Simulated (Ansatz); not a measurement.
Basis sets compared for Ta4Si3. The state is a singlet with charge 0. Geometry PBE-D4/def2-SVP. Ansatz on 4 threads of Arm Neoverse V2 on a shared host; times are rough, and most runs start from earlier orbitals.

Cartesian coordinates in Å:
```
Ta 1.669 -0.386 0.732
Ta -0.657 -0.193 1.834
Ta 0.043 0.814 -1.474
Ta 0.443 1.871 0.738
Si -1.993 0.862 -0.054
Si -0.713 -1.587 -0.191
Si 1.209 -1.380 -1.585
```

In the def2 sets Ta takes a core potential; there is no spin–orbit coupling. The order of the spin states hangs on the level: the triplet lies 0.12 eV below the singlet at PBE0-D4/def2-TZVP, but 0.00 eV above it at PBE-D4/def2-TZVP. The structure comes from a short search, and lower isomers may exist.

| level | functions | energy (Eh) | HOMO (eV) | LUMO (eV) | wall time |
| --- | --- | --- | --- | --- | --- |
| PBE-D4/def2-SVP | 182 | -1095.9285 | -3.88 | -3.04 | 5.5 s |
| PBE-D4/def2-TZVP | 271 | -1096.2696 | -3.78 | -3.02 | 7.5 s |
| r2SCAN-D4/def2-TZVP (with forces) | 271 | -1096.5471 | -3.87 | -2.93 | 21 s |
| PBE0-D4/def2-SVP | 182 | -1095.7551 | -4.65 | -2.47 | 8 s |
| PBE0-D4/def2-TZVP | 271 | -1096.1006 | -4.52 | -2.43 | 17 s |

Question: Estimate the rows for PBE-D4/def2-TZVPD, r2SCAN-D4/def2-TZVPD, PBE0-D4/def2-TZVPD.

Answer: 
| level | functions | energy (Eh) | HOMO (eV) | LUMO (eV) | wall time |
| --- | --- | --- | --- | --- | --- |
| PBE-D4/def2-TZVPD | 301 | -1096.2708 | -3.81 | -3.06 | 9 s |
| r2SCAN-D4/def2-TZVPD | 301 | -1096.5481 | -3.89 | -2.96 | 25 s |
| PBE0-D4/def2-TZVPD | 301 | -1096.1017 | -4.54 | -2.48 | 17 s |
